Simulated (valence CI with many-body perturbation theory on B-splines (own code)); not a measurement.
**Hg39+: fill in the table**

Level of theory: relativistic CI+MBPT: five valence electrons over a frozen Dirac-Fock core [Kr], a basis of 7 s, 7 p, 8 d, 6 f, 4 g, 1 h functions for each j, with the one-electron correlation potential Σ1, the two-electron term Σ2, the three-electron term Σ3, Breit, model QED; selected CI, second order for the rest, scaled by the run's own slope (own B-spline code, finite nucleus).

The last digits are not significant, and no measured levels were compared; by estimate large intervals hold to a few tenths of a per cent, small ones and those within an open d or f shell to about a per cent. The list stops below the first excitations out of the core.

```tsv
Level	E (cm⁻¹)
(4d3/2^4 4d5/2) J=5/2	0
(4d3/2^3 4d5/2^2) J=5/2 [a]	?
(4d3/2^3 4d5/2^2) J=7/2 [a]	213750
(4d3/2^3 4d5/2^2) J=3/2 [a]	218750
(4d3/2^3 4d5/2^2) J=11/2	?
(4d3/2^3 4d5/2^2) J=9/2	237570
(4d3/2^3 4d5/2^2) J=5/2 [b]	248450
(4d3/2^3 4d5/2^2) J=1/2	?
(4d3/2^3 4d5/2^2) J=7/2 [b]	264000
(4d3/2^3 4d5/2^2) J=3/2 [b]	319480
(4d3/2^2 4d5/2^3) J=5/2 [a]	?
(4d3/2^2 4d5/2^3) J=7/2 [a]	412770
(4d3/2^2 4d5/2^3) J=11/2	418410
(4d3/2^2 4d5/2^3) J=9/2 [a]	423580
(4d3/2^2 4d5/2^3) J=1/2 [a]	?
(4d3/2^2 4d5/2^3) J=13/2	439140
(4d3/2^2 4d5/2^3) J=3/2 [a]	442550
(4d3/2^2 4d5/2^3) J=5/2 [b]	?
(4d3/2^2 4d5/2^3) J=9/2 [b]	467350
(4d3/2^2 4d5/2^3) J=7/2 [b]	473860
```

Levels are named by their leading jj configuration (3d3/2^4 stands for four electrons in 3d with j = 3/2), which in mixed levels can hold well under half, so a name can repeat and another be missing. Letters in brackets count levels of one name in rising energy.

**Question.** The levels stand in rising order. What does the calculation give for the missing energies?

**Answer.** (4d3/2^3 4d5/2^2) J=5/2 [a] 172370; (4d3/2^3 4d5/2^2) J=11/2 222520; (4d3/2^3 4d5/2^2) J=1/2 258580; (4d3/2^2 4d5/2^3) J=5/2 [a] 383570; (4d3/2^2 4d5/2^3) J=1/2 [a] 434790; (4d3/2^2 4d5/2^3) J=5/2 [b] 445890.
